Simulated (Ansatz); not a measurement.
Ansatz results at the PBE0-D4/def2-TZVP geometry: size of the dipole moment (ωB97M-V/def2-TZVPP) 1.56 D; LUMO energy (B3LYP/def2-TZVPP) -0.94 eV; HOMO energy (PBE0/def2-TZVPP) -6.29 eV.

Each molecule was computed in one conformer, which needn't be the lowest.

**Question.** Which molecule gave them?
A. `CC(N)BF`
B. `C=[N][Al]([NH2])[OH]`
C. `[CH3][GaH][B]1CS1`
D. `BC#CF`

**Answer.** B. The others give `BC#CF`: 0.61, -2.41, -7.96; `CC(N)BF`: 1.70, -0.85, -6.93; `[CH3][GaH][B]1CS1`: 1.17, -1.69, -7.44.

B3LYP here is the variant with VWN-RPA as its local correlation; programs differ in this.
